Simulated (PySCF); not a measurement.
PySCF job for Ge(H)(Br)(NH2)2 (BrGeH5N2), SMILES [NH2][GeH]([NH2])[Br], TPSSh-D3(BJ)/def2-SVP. The structure is a stationary point at TPSSh-D3(BJ)/def2-SVP. The structure was generated by enumeration, and PubChem lists no compound with its InChIKey, so it may never have been made. The values are those of a single conformer.

```python
import numpy as np
from pyscf import gto, scf, dft, df
from pyscf.hessian import thermo

mol = gto.M(
    atom='''
    Ge    0.21399634   -0.49960967    0.64243607
    N    -1.08346474   -1.74882462    0.89921167
    N     1.55075832   -1.37382017   -0.24749558
    Br   -0.33164529    1.26107543   -0.80545880
    H     0.49521202    0.16285115    2.00300986
    H    -1.37317206   -2.22862813    0.04624206
    H    -1.91008045   -1.42911042    1.40402564
    H     2.21400780   -0.74983889   -0.70712847
    H     2.06267987   -2.04689109    0.32494168
    ''',
    basis='def2-SVP',
    charge=0,
    spin=0,
    max_memory=1600,
    verbose=3,
)
mf = dft.RKS(mol, xc='tpssh').density_fit(auxbasis='def2-universal-jkfit')
mf.disp = 'd3bj'
mf.grids.level = 4
mf.conv_tol = 1e-11
mf.max_cycle = 100
mf.kernel()

# [left out here: the lines that compute and print the analytic Hessian (its translational invariance restored by hand, since the grid's response is missing), thermochemistry and intensities]
```

Program output:

```
converged SCF energy = -4762.98625640196

WARN: MGGA Hessian is sensitive to dft grids. grids.level 4 may not be dense enough.


WARN: DFTD3 does not support analytical Hessian, using finite difference


WARN: Mole.unit (angstrom) is changed to Bohr

Mode                                 0                   1                   2
Irrep
Freq [cm^-1]                      144.8609            156.7720            192.0064
Reduced mass [au]                   3.2100              1.6644              2.1463
Force const [Dyne/A]                0.0397              0.0241              0.0466
Char temp [K]                     208.4226            225.5600            276.2544
Normal mode                   x     y     z       x     y     z       x     y     z
       0  Ge                -0.04 -0.01  0.02    0.01 -0.01  0.01   -0.00 -0.02 -0.03
       1   N                 0.05 -0.09  0.08   -0.09  0.09 -0.05    0.02 -0.02  0.07
       2   N                -0.04  0.09 -0.08    0.03  0.05 -0.03    0.03 -0.10  0.09
       3  Br                 0.04  0.00 -0.01   -0.00 -0.03  0.01   -0.01  0.04 -0.00
       4   H                -0.04 -0.00  0.01    0.05 -0.06  0.03    0.00  0.04 -0.06
       5   H                 0.05 -0.14  0.11   -0.06  0.10 -0.06    0.18 -0.25  0.15
       6   H                 0.05 -0.17  0.14   -0.11  0.18 -0.13   -0.07  0.03 -0.11
       7   H                -0.20  0.16 -0.22   -0.26  0.13 -0.35   -0.15 -0.11 -0.21
       8   H                 0.14  0.20 -0.12    0.38  0.38  0.05    0.26  0.25  0.30
Mode                                 3                   4                   5
Irrep
Freq [cm^-1]                      210.2939            287.2235            325.3362
Reduced mass [au]                   2.1540             13.9522              1.3403
Force const [Dyne/A]                0.0561              0.6782              0.0836
Char temp [K]                     302.5662            413.2507            468.0863
Normal mode                   x     y     z       x     y     z       x     y     z
       0  Ge                -0.01 -0.03 -0.04    0.02 -0.05  0.06    0.00 -0.03  0.00
       1   N                -0.05  0.03  0.08   -0.02 -0.02 -0.02   -0.05  0.03  0.07
       2   N                 0.10  0.07  0.04    0.01 -0.01 -0.00    0.03  0.06 -0.04
       3  Br                 0.00  0.01  0.01   -0.02  0.05 -0.05   -0.00  0.01 -0.00
       4   H                -0.05 -0.03 -0.03    0.01 -0.07  0.06    0.03  0.05 -0.04
       5   H                -0.38  0.16  0.12   -0.11  0.12 -0.07    0.31 -0.31  0.14
       6   H                 0.15  0.09  0.37    0.04 -0.05  0.09   -0.27  0.28 -0.45
       7   H                 0.15  0.13  0.19   -0.02  0.01 -0.01    0.15  0.15  0.25
       8   H                 0.02  0.01  0.03    0.02 -0.04 -0.06   -0.11 -0.15 -0.17
Mode                                 6                   7                   8
Irrep
Freq [cm^-1]                      529.7569            556.9572            692.7866
Reduced mass [au]                   1.3558              1.4632              1.2181
Force const [Dyne/A]                0.2242              0.2674              0.3445
Char temp [K]                     762.2022            801.3374            996.7656
Normal mode                   x     y     z       x     y     z       x     y     z
       0  Ge                 0.01 -0.01 -0.01   -0.00 -0.01  0.01   -0.00  0.01  0.01
       1   N                -0.01  0.01 -0.00    0.00  0.13 -0.07    0.01 -0.01 -0.01
       2   N                -0.01  0.08  0.11    0.00 -0.01 -0.01    0.05 -0.07 -0.07
       3  Br                -0.00  0.00  0.00   -0.00 -0.00  0.00   -0.00  0.00  0.00
       4   H                -0.19  0.06 -0.00   -0.11 -0.02  0.03   -0.76  0.38 -0.02
       5   H                 0.00 -0.09  0.05    0.14 -0.51  0.27   -0.11 -0.01  0.04
       6   H                 0.00  0.02 -0.00    0.07 -0.40  0.34    0.07  0.19 -0.02
       7   H                -0.13 -0.28 -0.51    0.02  0.05  0.08    0.02  0.02 -0.01
       8   H                -0.08 -0.38 -0.41   -0.01  0.01  0.01    0.14 -0.02 -0.08
Mode                                 9                  10                  11
Irrep
Freq [cm^-1]                      693.7786            716.7875            740.4197
Reduced mass [au]                   1.9776              1.7526              1.8681
Force const [Dyne/A]                0.5608              0.5305              0.6034
Char temp [K]                     998.1929           1031.2976           1065.2991
Normal mode                   x     y     z       x     y     z       x     y     z
       0  Ge                 0.01  0.04  0.01   -0.04  0.00  0.02    0.04  0.01 -0.01
       1   N                -0.10 -0.08  0.02    0.01  0.03 -0.00   -0.13 -0.08  0.00
       2   N                 0.09 -0.04 -0.04    0.13 -0.05 -0.04   -0.04  0.02  0.02
       3  Br                -0.00 -0.00 -0.00    0.00  0.00  0.00    0.00 -0.00  0.00
       4   H                -0.02 -0.47  0.26    0.40  0.32 -0.24    0.07  0.49 -0.25
       5   H                -0.12 -0.25  0.12    0.12  0.13 -0.10   -0.06 -0.11 -0.01
       6   H                -0.10 -0.09  0.04   -0.04 -0.18  0.04   -0.17 -0.34  0.10
       7   H                 0.13 -0.15 -0.13    0.09 -0.09 -0.15   -0.09  0.13  0.10
       8   H                 0.04 -0.09 -0.06    0.15 -0.19 -0.23    0.01  0.05  0.01
Mode                                12                  13                  14
Irrep
Freq [cm^-1]                      895.2990            917.7359           1546.1406
Reduced mass [au]                   1.1452              1.1667              1.1017
Force const [Dyne/A]                0.5408              0.5789              1.5517
Char temp [K]                    1288.1359           1320.4176           2224.5520
Normal mode                   x     y     z       x     y     z       x     y     z
       0  Ge                -0.00 -0.01  0.01   -0.00  0.01  0.01   -0.00  0.00  0.00
       1   N                -0.01 -0.02 -0.04    0.02 -0.04 -0.07    0.02  0.01 -0.00
       2   N                 0.01  0.06 -0.05   -0.01 -0.03  0.03    0.07 -0.02 -0.01
       3  Br                 0.00 -0.00  0.00   -0.00  0.00 -0.00   -0.00 -0.00  0.00
       4   H                 0.12  0.24 -0.14    0.31  0.07 -0.09   -0.00  0.00 -0.00
       5   H                -0.15 -0.20  0.12   -0.34 -0.36  0.24   -0.15 -0.00  0.06
       6   H                 0.11  0.22  0.01    0.25  0.44  0.01   -0.08 -0.07 -0.11
       7   H                 0.31 -0.42 -0.26   -0.17  0.21  0.13   -0.48  0.40 -0.20
       8   H                -0.32  0.18  0.40    0.18 -0.09 -0.22   -0.55 -0.20  0.29
Mode                                15                  16                  17
Irrep
Freq [cm^-1]                     1553.5448           2144.9332           3502.2597
Reduced mass [au]                   1.1012              1.0208              1.0499
Force const [Dyne/A]                1.5660              2.7670              7.5876
Char temp [K]                    2235.2050           3086.0813           5038.9720
Normal mode                   x     y     z       x     y     z       x     y     z
       0  Ge                -0.00 -0.00  0.00    0.00  0.01  0.01   -0.00  0.00  0.00
       1   N                 0.07  0.03  0.01   -0.00 -0.00  0.00    0.00  0.00  0.00
       2   N                -0.02  0.01  0.00    0.00  0.00  0.00    0.05 -0.01  0.01
       3  Br                 0.00 -0.00  0.00    0.00 -0.00  0.00   -0.00  0.00 -0.00
       4   H                 0.00  0.01 -0.02   -0.19 -0.44 -0.87   -0.00  0.00  0.00
       5   H                -0.61  0.02  0.22    0.01  0.01 -0.00   -0.00 -0.00 -0.01
       6   H                -0.36 -0.36 -0.41    0.00  0.01  0.01   -0.01  0.00  0.00
       7   H                 0.12 -0.11  0.04   -0.00  0.00  0.00   -0.39 -0.39  0.30
       8   H                 0.13  0.05 -0.06   -0.00  0.00  0.00   -0.35  0.51 -0.41
Mode                                18                  19                  20
Irrep
Freq [cm^-1]                     3509.3168           3604.3433           3609.0453
Reduced mass [au]                   1.0499              1.0945              1.0949
Force const [Dyne/A]                7.6180              8.3779              8.4029
Char temp [K]                    5049.1255           5185.8476           5192.6127
Normal mode                   x     y     z       x     y     z       x     y     z
       0  Ge                 0.00  0.00 -0.00    0.00  0.00 -0.00    0.00 -0.00 -0.00
       1   N                -0.05 -0.01 -0.02   -0.00  0.00  0.01    0.03 -0.04 -0.06
       2   N                 0.00 -0.00 -0.00    0.01  0.06 -0.05    0.00  0.01 -0.00
       3  Br                 0.00  0.00 -0.00    0.00 -0.00  0.00    0.00 -0.00  0.00
       4   H                 0.00 -0.00  0.00   -0.00  0.00  0.00    0.00  0.00  0.00
       5   H                 0.18  0.35  0.59   -0.02 -0.03 -0.05    0.19  0.31  0.54
       6   H                 0.53 -0.21 -0.35    0.05 -0.02 -0.03   -0.56  0.21  0.34
       7   H                -0.01 -0.01  0.00   -0.48 -0.44  0.33   -0.04 -0.04  0.03
       8   H                -0.00  0.01 -0.00    0.31 -0.40  0.34    0.03 -0.03  0.03
temperature 298.1500 [K]
pressure 101325.00 [Pa]
Rotational constants [GHz] 5.37213 1.53543 1.32046
Symmetry number 1
Zero-point energy (ZPE) 0.06044 [Eh]   158682.234 [J/mol]
                           tot       elec      trans        rot        vib
Entropy [J/mol/K]       352.621      0.000    173.892    116.235     62.494
Cv [J/mol/K]             98.001      0.000     12.472     12.472     73.058
Cp [J/mol/K]            106.315      0.000     20.786     12.472     73.058
Internal energy [J/mol]                      3718.434   3718.434 169615.312
Internal energy [Eh]   -4762.91882  -4762.98626
Enthalpy [J/mol]                             6197.391   3718.434 169615.312
Enthalpy [Eh]          -4762.91788
Gibbs free energy [J/mol]                  -45648.526 -30936.928 150982.624
Gibbs free energy [Eh] -4762.95792
mode   freq/cm-1   IR/(km/mol)
   1      144.86         2.413
   2      156.77        15.619
   3      192.01         8.186
   4      210.29         5.655
   5      287.22        34.488
   6      325.34        28.026
   7      529.76       190.197
   8      556.96       235.466
   9      692.79        27.253
  10      693.78        55.503
  11      716.79        79.120
  12      740.42        43.373
  13      895.30        55.570
  14      917.74        29.348
  15     1546.14        37.738
  16     1553.54        13.427
  17     2144.93       146.477
  18     3502.26        15.554
  19     3509.32        18.844
  20     3604.34        17.107
  21     3609.05        22.405
max |gradient| / (hartree/bohr): 2.824806462421782e-05
APT charges: [ 1.6957 -0.7495 -0.7175 -0.5634 -0.3144  0.1725  0.1657  0.1595  0.1516]
```

The calculation finished and met its thresholds.

Cost: roughly 9 core-minutes.
